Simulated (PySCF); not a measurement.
Ligand exchange on a metal centre used in film growth or etching (Ti Cl-H). All species are isolated molecules in the gas phase.

These are B3LYP-D3(BJ)/def2-TZVP // r2SCAN-D4/def2-SVP (PySCF) values and carry that method's errors. B3LYP has the VWN-RPA correlation part, as in Gaussian. 

| species | charge on the central atom (meta-Löwdin) (e) |
|---|---|
| 0 of 4 Cl replaced by H | 1.14 |
| 1 of 4 Cl replaced by H ([Ti(Cl)3(H)]) | 1.09 |
| 2 of 4 Cl replaced by H ([Ti(Cl)2(H)2]) | [?] |
| 3 of 4 Cl replaced by H ([Ti(Cl)(H)3]) | 1.04 |
| 4 of 4 Cl replaced by H | 1.02 |

What belongs in the gaps?


- 2 of 4 Cl replaced by H ([Ti(Cl)2(H)2]), charge on the central atom (meta-Löwdin) (e): 1.06
